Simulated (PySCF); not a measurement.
A structure optimised at PBE0-D3(BJ)/def2-SVP, used in a PySCF frequency run:

```
B
C 1 1.5644
H 2 1.1030 1 113.34
H 2 1.1031 3 109.61 1 127.91
C 1 1.5742 2 119.71 3 149.11
H 5 1.1008 1 114.26 2 152.93
H 5 1.1009 6 109.53 1 129.67
H 5 1.1080 6 106.16 7 114.24
C 1 1.5745 2 120.67 3 -33.00
H 9 1.1000 1 115.30 2 17.29
H 9 1.1023 10 109.33 1 -127.49
H 9 1.1074 10 107.20 11 -113.49
Si 2 1.8893 3 105.55 4 113.48
H 13 1.4957 2 110.74 3 60.11
H 13 1.4957 14 108.30 2 121.49
H 13 1.4961 14 108.11 15 117.01
```
Charge 0, spin multiplicity 1.

Question: Write its SMILES and formula.

Answer: CB(C)C[SiH3], C3H11BSi

Question: What are its rotational constants (standard atomic weights)?

Answer: 5.3729, 2.1621, 1.8396 GHz
